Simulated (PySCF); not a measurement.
# Structure revision by computed shifts

A compound C₇H₁₅PSi gives the data below (simulated from a calculation) and was assigned the structure `C=C[SiH]1CCP(C)CC1`.

¹³C{¹H} NMR (computed): δ 31.5 (CH2, 2C), 15.3 (CH), 8.6 (CH2, 2C), 5.0 (CH2, 2C).

¹H NMR (400 MHz, computed): δ 4.05 (m, 2H), 1.91 (m, 4H), 1.11 (m, 4H), 0.66 (m, 2H), 0.31 (m, 2H), 0.29 (m, 1H).

PySCF 2.14.0 with density-fitted response routines calculation with σ from GIAO-PBE0/pcSseg-1 and GFN2-xTB geometry; single conformer, isolated molecule, one averaged value for each set of equivalent atoms, non-relativistic.

Referencing at the same level of theory: TMS for ¹H and ¹³C.

Problem. Compare with the shifts computed for the proposed structure, pairing carbons in order of shift.

Solution. Structure with atom numbers: `[CH2:1]=[CH:2][SiH:3]1[CH2:4][CH2:5][P:6]([CH3:7])[CH2:8][CH2:9]1`. Hydrogens are named by the atom that carries them.

```tsv
atom	computed for proposal	given list	difference
C1	142.9	31.5	+111.4
C2	142.6	31.5	+111.1
C5	33.3	15.3	+18.0
C8	33.3	8.6	+24.7
C7	17.7	8.6	+9.1
C4	13.0	5.0	+8.0
C9	13.0	5.0	+8.0
```

The rms difference is 60.8 ppm and the largest +111.4 ppm at C1 (terminal =CH2 carbon). The proposal also would give 5 carbon signals, not 4. The carbon types in order of shift don't match either: CH2, CH, CH2, CH2, CH3, CH2, CH2 for the proposal against CH2, CH2, CH, CH2, CH2, CH2, CH2 in the data. The proposal doesn't fit.

Problem. Which isomer fits?

Solution. SMILES C1CP(C2CC2)CC[SiH2]1.

1. δC 31.5: sp3 CH2 bonded to P.
2. δC 15.3, 5.0: three-membered-ring carbon; carbons of three-membered rings are unusually shielded.
3. δC 8.6: sp3 CH2 bonded to Si; an electropositive neighbour leaves it electron-rich and shielded.
4. δH 0.66, 0.31, 0.29: hydrogen on a three-membered-ring carbon; cyclopropane-type protons are shielded by the ring.

This is the structure that produced the data.

Splittings by ³¹P in the carbon and heteronuclear signals aren't shown, as no couplings were computed. Shifts are as computed. Against solution values, carbons near 30 ppm lie about +3 ppm off and those near 130 ppm about +5 ppm. Of 1211 compounds with measured shifts, 218 miss one by over three times the rms of a fit or turn the order of signals round; such compounds aren't used in these exercises. Multiplicities follow the n + 1 count of equivalent neighbours, as no J values were calculated; m marks all less simple cases, F and P coupling included.
